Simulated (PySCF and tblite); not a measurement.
Results of a calculation; reference values are marked as such.
System: C5H7FGe, numbered as in [F:1][C:2]1=[CH:3][C@H:4]([GeH3:5])[CH:6]=[CH:7]1.

For the shift of H on C4 from C4 to C6: electronic barrier 26.33 kcal/mol, zero-point change -2.42 kcal/mol, thermal and entropy terms at 400 K a further -0.05 kcal/mol (symmetry numbers apart). The minimum is C1, the saddle C1. Geometries: B3LYP-D3(BJ)/def2-SVP; energies: PBE/pcSseg-1 + D3(BJ), IEF-PCM chloroform; zero-point and thermal terms from GFN2-xTB harmonic modes (soft modes blended into free rotors). Rate constants are transition-state-theory values, counting equivalent paths, without tunnelling. Programs: tblite and PySCF.

Question: How many equivalent paths lead out of the minimum?

Answer: 1: the symmetry number of the minimum is 1, that of the saddle displaced along its mode 1.

Question: Work out the rate at 400 K.

Answer: ΔG‡ = 23.86 kcal/mol; k_B T/h = 8.3×10¹² s⁻¹; exp(−ΔG‡/RT) = 9.2×10⁻¹⁴; times 1 gives k = 0.77 s⁻¹.

Tunnelling of the moving H, left out here, will speed the real process. Spin–orbit effects of heavy atoms on shieldings are missing.
